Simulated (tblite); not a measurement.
Species: C7H3O3 (doublet state).
Bonds: O1–C2 (double), C2–O3, C2–C4, C4–C5 (triple), C5–C6, C6–C7 (aromatic), C7–C8 (aromatic), C8–C9 (aromatic), C9–O10 (aromatic), C6–O10 (aromatic). Hydrogens: H11 on O3; H12 on C7; H13 on C8.
Bond orders are those of one Lewis drawing.

Computed with GFN2-xTB (tblite), gas phase: L-BFGS steps from a force-field or distance-geometry start until the largest atomic force falls under 0.01 eV/Å.

Geometry at step 3:
```
atom  x, y, z in Å
O1      3.5177    0.6264   -1.0124
C2      3.0187   -0.0665   -0.1375
O3      3.7686   -0.7252    0.7673
C4      1.5571   -0.1957   -0.0635
C5      0.3269   -0.2725   -0.0568
C6     -1.0827   -0.2890   -0.0520
C7     -1.9030    0.8094   -0.0414
C8     -3.2492    0.3532   -0.0208
C9     -3.1226   -0.9936   -0.0245
O10    -1.8830   -1.4239   -0.0374
H11     4.7456   -0.6315    0.7047
H12    -1.5837    1.8347   -0.0388
H13    -4.1150    0.9748   -0.0048
```

Problem. Give the atomic forces at this geometry.

Solution. 
```tsv
atom	Fx (eV/Å)	Fy (eV/Å)	Fz (eV/Å)
O1	-0.461	-0.651	0.900
C2	0.435	0.821	-1.083
O3	-0.666	-0.162	0.160
C4	-0.944	-0.513	0.495
C5	1.582	-0.185	-0.016
C6	0.306	-0.202	-0.016
C7	-0.053	0.370	-0.003
C8	0.155	0.063	-0.014
C9	0.212	-0.091	0.035
O10	0.424	0.393	-0.012
H11	-0.790	0.277	-0.426
H12	-0.047	-0.034	-0.015
H13	-0.154	-0.084	-0.006
```

The largest, 1.59 eV/Å, acts on C5; the rms over all components is 0.494 eV/Å. The forces sum to zero within rounding, as they must for an isolated molecule in no field.

Problem. Give the force on C5 in Eh/bohr and in nN.

Solution. 1.593 eV/Å ÷ 51.422 = 0.03098 Eh/bohr, and 1.593 eV/Å × 1.602 = 2.55 nN.

Problem. How far is this geometry from the end of the optimisation?

Solution. 0.265 eV above it, and 0.419 Å rms away after alignment. The bonds farthest from their final lengths, with half the difference of the two atoms' forces along the bond (positive lengthens):

```tsv
bond	now (Å)	final (Å)	force along bond (eV/Å)
C2–C4	1.469	1.432	+0.78
C4≡C5	1.233	1.211	-1.27
C5–C6	1.410	1.389	+0.64
O1=C2	1.223	1.204	-1.31
C6–O10	1.389	1.373	-0.28
O3–H11	0.983	0.970	-0.02
```

The angle farthest from its final value is C2–O3–H11, 117.6° against 109.9°.

Of the 6 listed bonds off by 0.010 Å or more, this force points towards the final length in 4.

What follows is the cost of the whole relaxation. Hardware: Arm Neoverse V1, one thread, no GPU, on a shared host. Cost: 0.55 s wall.
